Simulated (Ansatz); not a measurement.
CH3CuF3PS (`C[S][Cu-][P+](F)(F)F`). Total charge 0; spin multiplicity 1.

| atom | x (Å) | y (Å) | z (Å) |
| --- | --- | --- | --- |
| C1 | 0.9660 | -0.3519 | -2.3636 |
| S2 | 1.7061 | 0.6083 | -1.0022 |
| Cu3 | 0.3278 | 0.4091 | 0.6069 |
| P4 | -1.0222 | 0.2741 | 2.2634 |
| F5 | -1.0768 | 1.4583 | 3.2600 |
| F6 | -0.8686 | -0.8936 | 3.2710 |
| F7 | -2.5311 | 0.1280 | 1.9437 |
| H8 | 1.6455 | -0.2806 | -3.2138 |
| H9 | 0.8541 | -1.4037 | -2.1022 |
| H10 | -0.0008 | 0.0518 | -2.6631 |

Question: What are the harmonic wavenumbers in cm⁻¹ at PBE0-D4/def2-TZVP (Ansatz, finite differences of forces, unscaled)? (Estimate.)

Answer: Ansatz gave: 2, 41, 51, 97, 132, 184, 190, 223, 360, 363, 405, 514, 723, 922, 930, 935, 951, 970, 1341, 1474, 1477, 3059, 3142, 3145.
